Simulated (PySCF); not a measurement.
H$_{5}$O$_{4}$Si (SMILES O[Si](O)(O)[OH2+]), charge +1, singlet, geometry from GFN2-xTB; PBE0/6-31G, TDDFT run with PySCF.

The PySCF input:
```python
from pyscf import gto, scf, dft, tdscf

mol = gto.Mole()
mol.atom = '''
    O     0.418740   -0.334219    1.575505
    Si    0.209308   -0.064383    0.028451
    O     0.069380   -1.250183   -1.021630
    O     0.881136    1.285613   -0.462660
    O    -1.571075    0.378977   -0.110937
    H     0.191441   -1.112023    2.082817
    H     0.762773   -1.733730   -1.464833
    H     1.576146    1.779287   -0.031398
    H    -1.823491    1.296245    0.067232
    H    -2.022620    0.030079   -0.894351
'''
mol.basis = '6-31g'
mol.charge = 1
mol.spin = 0
mol.verbose = 4
mol.build()

mf = dft.RKS(mol)
mf.xc = 'pbe0'
mf.kernel()
td = mf.TDDFT()
td.nstates = 15
td.kernel()
td.analyze()
```

The log (banner, timings and long lists left out):

```
PySCF version 2.14.0

[INPUT] verbose = 4
[INPUT] num. atoms = 10
[INPUT] num. electrons = 50
[INPUT] charge = 1
[INPUT] spin (= nelec alpha-beta = 2S) = 0
[INPUT] symmetry False subgroup None
[INPUT] Mole.unit = angstrom
[INPUT] Symbol           X                Y                Z      unit          X                Y                Z       unit  Magmom
[INPUT]  1 O      0.418740000000  -0.334219000000   1.575505000000 AA    0.791303917400  -0.631582375626   2.977272957883 Bohr   0.0
[INPUT]  2 Si     0.209308000000  -0.064383000000   0.028451000000 AA    0.395534795680  -0.121666237078   0.053764597970 Bohr   0.0
[INPUT]  3 O      0.069380000000  -1.250183000000  -1.021630000000 AA    0.131109198522  -2.362503475587  -1.930600900639 Bohr   0.0
[INPUT]  4 O      0.881136000000   1.285613000000  -0.462660000000 AA    1.665105718495   2.429456472180  -0.874300688791 Bohr   0.0
[INPUT]  5 O     -1.571075000000   0.378977000000  -0.110937000000 AA   -2.968901471151   0.716162737509  -0.209640547081 Bohr   0.0
[INPUT]  6 H      0.191441000000  -1.112023000000   2.082817000000 AA    0.361771059013  -2.101418914217   3.935953697588 Bohr   0.0
[INPUT]  7 H      0.762773000000  -1.733730000000  -1.464833000000 AA    1.441432065213  -3.276274873942  -2.768133188225 Bohr   0.0
[INPUT]  8 H      1.576146000000   1.779287000000  -0.031398000000 AA    2.978484272329   3.362365126999  -0.059333620859 Bohr   0.0
[INPUT]  9 H     -1.823491000000   1.296245000000   0.067232000000 AA   -3.445898580609   2.449548040337   0.127050066807 Bohr   0.0
[INPUT] 10 H     -2.022620000000   0.030079000000  -0.894351000000 AA   -3.822197854068   0.056841072101  -1.690078449231 Bohr   0.0

nuclear repulsion = 280.081006138539
number of shells = 37
number of NR pGTOs = 154
number of NR cGTOs = 59
basis = 6-31g
ecp = {}

******** <class 'pyscf.dft.rks.RKS'> ********
method = RKS
initial guess = minao
damping factor = 0
level_shift factor = 0
DIIS = <class 'pyscf.scf.diis.CDIIS'>
diis_start_cycle = 1
diis_space = 8
diis_damp = 0
SCF conv_tol = 1e-09
SCF conv_tol_grad = None
SCF max_cycles = 50
direct_scf = True
direct_scf_tol = 1e-13
XC library pyscf.dft.libxc version 7.1.2
    S. Lehtola, C. Steigemann, M. J. T. Oliveira, and M. A. L. Marques,  SoftwareX 7, 1–5 (2018)
XC functionals = pbe0
    C. Adamo and V. Barone,  J. Chem. Phys. 110, 6158 (1999)
    M. Ernzerhof and G. E. Scuseria,  J. Chem. Phys. 110, 5029 (1999)
radial grids:
    Treutler-Ahlrichs [JCP 102, 346 (1995); DOI:10.1063/1.469408] (M4) radial grids

becke partition: Becke, JCP 88, 2547 (1988); DOI:10.1063/1.454033
pruning grids: <function nwchem_prune>
grids dens level: 3
symmetrized grids: False
atomic radii adjust function: <function treutler_atomic_radii_adjust>
small_rho_cutoff = 0
Set gradient conv threshold to 3.16228e-05
Initial guess from minao.
tot grids = 124552
init E= -593.770659021153
  HOMO = -0.446583532353028  LUMO = -0.0562302757233366  gap/eV = 10.62205
cycle= 1 E= -592.41185957875  delta_E= 1.36  |g|=  1.1  |ddm|= 2.89
  HOMO = -0.401782287729294  LUMO = -0.162103094129314  gap/eV = 6.52200
cycle= 2 E= -592.252593225247  delta_E= 0.159  |g|= 1.45  |ddm|=  1.9
  HOMO = -0.54922430380696  LUMO = -0.192671766536574  gap/eV = 9.70229
cycle= 3 E= -592.645961016312  delta_E= -0.393  |g|= 0.0635  |ddm|= 1.08
  HOMO = -0.54182398892183  LUMO = -0.189611179828732  gap/eV = 9.58420
cycle= 4 E= -592.646269610027  delta_E= -0.000309  |g|= 0.0488  |ddm|= 0.0661
  HOMO = -0.541787520739345  LUMO = -0.187475057818746  gap/eV = 9.64133
cycle= 5 E= -592.646693699117  delta_E= -0.000424  |g|= 0.00256  |ddm|= 0.0293
  HOMO = -0.541958434277596  LUMO = -0.18761224026874  gap/eV = 9.64225
cycle= 6 E= -592.646694387033  delta_E= -6.88e-07  |g|= 0.00195  |ddm|= 0.00371
  HOMO = -0.541950103166283  LUMO = -0.187617363002437  gap/eV = 9.64188
cycle= 7 E= -592.646695089067  delta_E= -7.02e-07  |g|= 0.000207  |ddm|= 0.00147
  HOMO = -0.541928301639755  LUMO = -0.18759271731302  gap/eV = 9.64196
cycle= 8 E= -592.646695100357  delta_E= -1.13e-08  |g|= 2.79e-05  |ddm|= 0.000322
  HOMO = -0.541930148650856  LUMO = -0.187594456786627  gap/eV = 9.64197
cycle= 9 E= -592.646695100421  delta_E= -6.46e-11  |g|= 2.52e-05  |ddm|= 4.14e-05
  HOMO = -0.541930596920419  LUMO = -0.187595063898961  gap/eV = 9.64196
Extra cycle  E= -592.646695100235  delta_E= 1.87e-10  |g|= 4.06e-05  |ddm|= 4.66e-05
converged SCF energy = -592.646695100235

******** <class 'pyscf.tdscf.rks.TDDFT'> for <class 'pyscf.dft.rks.RKS'> ********
nstates = 15 singlet
deg_eia_thresh = 1.000e-03
wfnsym = None
conv_tol = 1e-05
eigh lindep = 1e-12
eigh level_shift = 0
eigh max_cycle = 100

Excitation energies (eV)
[ 8.10409532  8.47234252  8.63602254  9.07334213  9.35317812  9.5288403
  9.91410292 10.05257628 10.15078061 10.22260311 10.67096186 10.83305828
 10.91367826 10.99109393 11.11706403]

** Singlet excitation energies and oscillator strengths **
Excited State   1:      8.10410 eV    152.99 nm  f=0.0078
      25 -> 26        0.69308
      25 -> 27        0.10167
Excited State   2:      8.47234 eV    146.34 nm  f=0.0195
      23 -> 26        0.24929
      24 -> 26        0.64245
Excited State   3:      8.63602 eV    143.57 nm  f=0.0418
      23 -> 26       -0.64612
      24 -> 26        0.26008
Excited State   4:      9.07334 eV    136.65 nm  f=0.0380
      22 -> 26       -0.64687
      22 -> 27       -0.10916
      25 -> 27        0.21530
Excited State   5:      9.35318 eV    132.56 nm  f=0.0305
      22 -> 26        0.15905
      23 -> 27        0.13118
      24 -> 27        0.22916
      25 -> 27        0.60025
Excited State   6:      9.52884 eV    130.11 nm  f=0.0328
      21 -> 26        0.65642
      21 -> 27        0.12281
      23 -> 27        0.14820
Excited State   7:      9.91410 eV    125.06 nm  f=0.0499
      22 -> 26       -0.16624
      22 -> 27        0.19715
      23 -> 27       -0.15050
      24 -> 27        0.59323
      25 -> 27       -0.16009
Excited State   8:     10.05258 eV    123.34 nm  f=0.0603
      20 -> 26        0.30441
      22 -> 27       -0.26293
      23 -> 27        0.49040
      24 -> 27        0.14324
      25 -> 27       -0.15957
      25 -> 28       -0.11169
Excited State   9:     10.15078 eV    122.14 nm  f=0.1625
      20 -> 26       -0.55992
      21 -> 26       -0.10658
      23 -> 27        0.32626
      25 -> 29        0.11508
Excited State  10:     10.22260 eV    121.28 nm  f=0.0553
      20 -> 26        0.23099
      21 -> 27       -0.10676
      22 -> 27        0.58850
      23 -> 27        0.18506
      24 -> 27       -0.15150
Excited State  11:     10.67096 eV    116.19 nm  f=0.0124
      19 -> 26       -0.21893
      20 -> 27       -0.10505
      21 -> 26       -0.15223
      21 -> 27        0.57456
      24 -> 29        0.10720
      25 -> 28        0.19031
      25 -> 29        0.12311
Excited State  12:     10.83306 eV    114.45 nm  f=0.0158
      19 -> 26        0.32159
      20 -> 27        0.15631
      21 -> 27        0.11350
      23 -> 28        0.10962
      24 -> 28       -0.21594
      24 -> 29        0.16564
      25 -> 28        0.22724
      25 -> 29       -0.40443
Excited State  13:     10.91368 eV    113.60 nm  f=0.0175
      21 -> 27        0.24228
      22 -> 28       -0.10590
      24 -> 28       -0.11345
      25 -> 28       -0.55394
      25 -> 29       -0.11256
      25 -> 30       -0.20995
      25 -> 31       -0.10195
Excited State  14:     10.99109 eV    112.80 nm  f=0.0085
      19 -> 26        0.42444
      19 -> 27       -0.12267
      23 -> 29       -0.18204
      23 -> 30        0.10422
      24 -> 28       -0.13015
      25 -> 29        0.42101
      25 -> 30       -0.13199
Excited State  15:     11.11706 eV    111.53 nm  f=0.0153
      19 -> 26       -0.29892
      21 -> 27       -0.16418
      23 -> 28       -0.12397
      23 -> 29       -0.30322
      24 -> 28       -0.25489
      24 -> 29        0.14528
      25 -> 28        0.11203
      25 -> 30       -0.36564
      25 -> 31       -0.11129

** Transition electric dipole moments (AU) **
state          X           Y           Z        Dip. S.      Osc.
  1         0.0671     -0.1171      0.1443      0.0390      0.0078
  2         0.2142      0.1289      0.1773      0.0939      0.0195
  3        -0.1125      0.3107      0.2976      0.1978      0.0418
  4        -0.0008      0.2086     -0.3568      0.1708      0.0380
  5        -0.2567     -0.1135      0.2334      0.1332      0.0305
  6         0.2944      0.1872      0.1371      0.1405      0.0328
  7         0.0949      0.4424     -0.0272      0.2054      0.0499
  8         0.1990      0.0164     -0.4528      0.2449      0.0603
  9        -0.7311      0.2025     -0.2793      0.6535      0.1625
 10         0.2547     -0.3877     -0.0754      0.2208      0.0553
 11        -0.0981      0.0814     -0.1766      0.0474      0.0124
 12         0.0283     -0.2316     -0.0721      0.0596      0.0158
 13        -0.0561     -0.1285      0.2140      0.0655      0.0175
 14        -0.0463     -0.0279      0.1695      0.0317      0.0085
 15         0.0557      0.1991     -0.1161      0.0562      0.0153

** Transition velocity dipole moments (imaginary part, AU) **
state          X           Y           Z        Dip. S.      Osc.
  1         0.0195     -0.0251      0.0419      0.0028      0.0062
  2         0.0660      0.0417      0.0681      0.0107      0.0230
  3        -0.0257      0.0982      0.0969      0.0197      0.0414
  4         0.0052      0.0973     -0.1271      0.0257      0.0513
  5        -0.1004     -0.0212      0.0697      0.0154      0.0298
  6         0.0936      0.0676      0.0868      0.0209      0.0397
  7         0.0267      0.1281      0.0011      0.0171      0.0313
  8         0.0754      0.0135     -0.1393      0.0253      0.0456
  9        -0.2678      0.0656     -0.0786      0.0822      0.1469
 10         0.0973     -0.1370     -0.0069      0.0283      0.0502
 11        -0.0279      0.0735     -0.0787      0.0124      0.0210
 12         0.0370     -0.1325     -0.0206      0.0193      0.0324
 13        -0.0192     -0.0739      0.1019      0.0162      0.0270
 14        -0.0681     -0.0078      0.1201      0.0191      0.0315
 15         0.0254      0.0525     -0.0405      0.0050      0.0082

** Transition magnetic dipole moments (imaginary part, AU) **
state          X           Y           Z
  1         0.5482      0.1434      0.2971
  2         0.3146     -0.2570     -0.4701
  3         0.1133      0.5539     -0.4129
  4         0.0978     -0.1874     -0.2316
  5         0.0373      0.2672      0.0031
  6         0.0075     -0.0968     -0.0210
  7         0.1476      0.2774     -0.1675
  8        -0.1558     -0.1338     -0.2173
  9         0.0743     -0.3933      0.0977
 10        -0.0448      0.0820      0.4117
 11         0.2469      0.4213      0.1502
 12         0.0443     -0.2460     -0.0332
 13         0.2408      0.0771      0.0074
 14         0.1026      0.0037     -0.3170
 15         0.3528     -0.0106      0.2651
```
